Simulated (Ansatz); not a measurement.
Stepwise reaction of `[O]=[Ta]([OH])([F])[F]` with hydrogen chloride, as a gas-phase model of exchange steps in deposition or etching. ΔE in kJ/mol; ΔG adds harmonic PBE0-D4 terms to CCSD(T)/CBS, at 1 bar.

Isolated molecules relaxed with PBE0-D4/def2-TZVP in Ansatz; ΔE leaves out vibrations. CCSD(T)/CBS is the MP2 limit (def2-TZVPP, def2-QZVPP) plus CCSD(T) − MP2 in def2-TZVPP, frozen cores. This one scheme is used for every species. Functionals use def2-TZVPP. B3LYP here is the variant with VWN-RPA as its local correlation; programs differ in this. Elements past krypton have def2 core potentials. For Ta outer-core shells are correlated without core-valence functions, which leaves a few kJ/mol of doubt a bond. One conformer a species, not always the lowest.

| step | reaction | PBE-D4 | B3LYP-D4 | ωB97M-V | CCSD(T)/CBS | ΔG(400 K) |
| --- | --- | --- | --- | --- | --- | --- |
| 2 | `[O]=[Ta]([OH])([F])[Cl]` + HCl → `[O]=[Ta]([OH])([Cl])[Cl]` + H–F | 12.1 | 14.0 | 15.0 | 3.3 | 9.8 |

Give the row of step 1, `[O]=[Ta]([OH])([F])[F]` + HCl → `[O]=[Ta]([OH])([F])[Cl]` + H–F. (Estimate.)

The calculation gave: 
```json
{"step": "1", "reaction": "`[O]=[Ta]([OH])([F])[F]` + HCl → `[O]=[Ta]([OH])([F])[Cl]` + H–F", "PBE-D4": "27.5", "B3LYP-D4": "29.4", "ωB97M-V": "29.5", "CCSD(T)/CBS": "19.0", "ΔG(400 K)": "22.7"}
```

By hand: ΔE of the 2 steps together at CCSD(T)/CBS.

(19.0) + (3.3) = 22.3 kJ/mol, or 11.2 kJ/mol a step.

In ΔE each step is lower than the one before. ΔG lies between 9.8 and 22.7 kJ/mol a step. PBE-D4 differs from CCSD(T)/CBS by 8.5 to 8.8 kJ/mol a step. Isolated molecules leave out the surface, adducts and barriers. Largest T1 diagnostic: 0.020.
